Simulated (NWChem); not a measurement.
Molecule: GeNH₄Cl; SMILES [NH2][GeH2][Cl]

```xyz
7

Ge     0.4070    -0.4449     0.0512
N     -0.9644    -1.6269     0.1810
Cl    -0.2571     1.5960    -0.3598
H      1.2870    -0.8543    -1.1337
H      1.1298    -0.3942     1.4006
H     -1.6034    -1.4709     0.9561
H     -1.5033    -1.7662    -0.6696
```
Atoms are numbered in this order, from 1.

Level: PBE0/def2-SVP (NWChem), optimised geometry, unscaled harmonic frequencies. 

Q: List the harmonic frequencies with IR intensities, and the thermochemistry.

A: 
| frequency (cm⁻¹) | IR intensity (km/mol) |
|---|---|
| 188 | 11.9 |
| 243 | 32.9 |
| 408 | 55.3 |
| 482 | 28.1 |
| 549 | 228.3 |
| 694 | 0.4 |
| 723 | 61.9 |
| 815 | 103.7 |
| 848 | 71.6 |
| 920 | 31.2 |
| 1553 | 24.0 |
| 2196 | 64.4 |
| 2205 | 115.5 |
| 3579 | 26.7 |
| 3680 | 33.0 |

```yaml
zero_point_energy: 27.3 kcal/mol
thermal correction to the enthalpy at 298.15 K (with zero-point energy): 31.0 kcal/mol
heat capacity Cv: 16.8 cal/(mol K)
entropy at 298.15 K and 1 atm (symmetry number 1): 73.2 cal/(mol K)
dipole_moment: 1.80 D
```

Rigid rotor and harmonic oscillator.
